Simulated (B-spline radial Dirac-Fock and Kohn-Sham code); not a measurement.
# Binding energies of Ge¹⁷⁺ at several levels of theory

System: the Ge¹⁷⁺ ion in the configuration [Ne] 3s2 3p3.

The density-functional columns are spherical, spin-unpolarised Dirac-Kohn-Sham results without Breit or QED terms: −ε is minus the orbital energy of the initial state and ΔSCF the difference of two total energies. The reference in the last column comes from Dirac-Fock (average of configuration) total-energy differences with a finite nucleus, the Breit interaction including its frequency dependence, and self-energy and vacuum-polarisation corrections. All numbers are from a radial atomic solver, in eV; a selection of levels is shown. The Kohn-Sham columns are given as differences from the reference. For the 1s level of heavy atoms much of the gap between ΔSCF and the reference is the Breit and QED part, -22.6 eV here; for other levels the error of the functional can be larger.

```
level  LDA −ε − DF  LDA ΔSCF − DF  Dirac-Fock
   1s       -200.1          +20.0     11782.2
   2s        -78.0          -26.6      2077.3
2p3/2        -58.0           +0.6      1879.4
   3s        -21.8           -0.7       709.9
   3p        -19.4           +2.1       654.7
```

Values without a named source are computed, but for edge energies of neutral atoms, which are taken from tables.
